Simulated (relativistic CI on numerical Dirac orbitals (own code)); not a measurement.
Hyperfine structure of I27+, mass number 127

Calculated at this level of theory: Dirac-Coulomb-Breit CI, KLI orbitals optimised for each configuration, a model potential for QED, unscaled Slater integrals (own radial code, finite nucleus).

CI space (outside the closed core [Ne]): 3s2 3p6 3d8, 3s2 3p5 3d9, 3s2 3p4 3d10, 3s 3p6 3d9, 3p6 3d10, 3s 3p5 3d10, 3s2 3p6 3d7 4s, 3s2 3p6 3d7 4p, 3s2 3p6 3d7 4d, 3s2 3p4 3d9 4s, 3s2 3p6 3d7 4f, 3s2 3p5 3d8 4s, 3s2 3p4 3d9 4p, 3s2 3p5 3d8 4p, 3s2 3p6 3d6 4s2, 3s2 3p4 3d9 4d. Levels of other configurations are missing.

Nuclear spin I = 5/2, μ = 2.8087 μN, Q = -0.688 b (tables of Stone and Pyykkö). The electronic factors are computed for point nuclear moments, without core polarisation or the Bohr-Weisskopf and QED corrections.

```tsv
Level	E (cm⁻¹)	A (MHz)	B (MHz)
3s2 3p6 3d8 3F_4	0	12120	8750
3s2 3p6 3d8 1D_2	45725	13260	-7180
3s2 3p6 3d8 3F_3	91805	17340	5430
3s2 3p6 3d8 3P_2	135424	15130	-989
3s2 3p6 3d8 3P_1	163269	-1095	5380
3s2 3p6 3d8 1G_4	176332	18910	29800
3s2 3p5 3d9 3F°_4	1903842	29940	85400
3s2 3p5 3d9 1D°_2	1946371	20570	-44100
```

Levels with J = 0, under 50 % of one LS term, or S terms without an open s electron are left out. Small factors come from cancelling terms and can be off by tens of per cent or more.

At this charge energies of transitions that change n are usually good to better than 1 %, and those within a shell (Δn = 0) to a few per cent. Terms inside the open d or f shell come out 10 to 20 % too wide with unscaled integrals.

(1) Give the hyperfine levels of 3s2 3p6 3d8 3F_4 relative to its centre of gravity.

Results:

(1) With K = F(F + 1) − I(I + 1) − J(J + 1), E = AK/2 + B[¾K(K + 1) − I(I + 1)J(J + 1)]/[2I(2I − 1)J(2J − 1)]: F = 3/2: -147300, F = 5/2: -119500, F = 7/2: -79720, F = 9/2: -26840, F = 11/2: 40360, F = 13/2: 123400 MHz.

LS names give the leading component of a level, which can be under half, so a name can repeat, a term be missing and a line seem to break the LS rules.
